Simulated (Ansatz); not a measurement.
Molecule: C₂H₁₀Si₂ (charge 0, singlet). 
Structure (B3LYP-D3(BJ)/def2-TZVP (Ansatz, an electronic-structure program) minimum search):
```xyz
14

C     -1.3398     1.3758    -0.7059
Si    -0.5656    -0.0053     0.3121
C     -1.1060    -1.6886    -0.3340
Si     1.7746     0.1666     0.2569
H     -2.4300     1.3125    -0.6780
H     -1.0258     1.3122    -1.7499
H     -1.0498     2.3574    -0.3272
H     -1.0044     0.1331     1.7279
H     -0.7861    -1.8289    -1.3687
H     -0.6795    -2.4973     0.2620
H     -2.1937    -1.7842    -0.3022
H      2.2326     1.4797     0.7792
H      2.2712     0.0351    -1.1384
H      2.4142    -0.9010     1.0681
```

Dipole moments at this geometry, in debye (magnitudes).

```csv
level,program,dipole (D)
PBE/def2-TZVPD,Ansatz,1.16
BLYP/def2-TZVPD,Ansatz,1.13
revPBE/def2-TZVPD,Ansatz,1.16
r2SCAN/def2-TZVPD,Ansatz,1.15
B97M-V/def2-TZVPD,Ansatz,1.30
BHLYP/def2-TZVPD,Ansatz,1.06
r2SCANh/def2-TZVPD,Ansatz,1.14
r2SCAN0/def2-TZVPD,Ansatz,1.12
HSE06/def2-TZVPD,Ansatz,1.12
LC-wPBE/def2-TZVPD,Ansatz,1.08
wB97M-V/def2-TZVPD,Ansatz,1.11
wB97X-V/def2-TZVPD,Ansatz,1.07
CCSD(T)/aug-cc-pV(D+d)Z,Ansatz,1.06
```
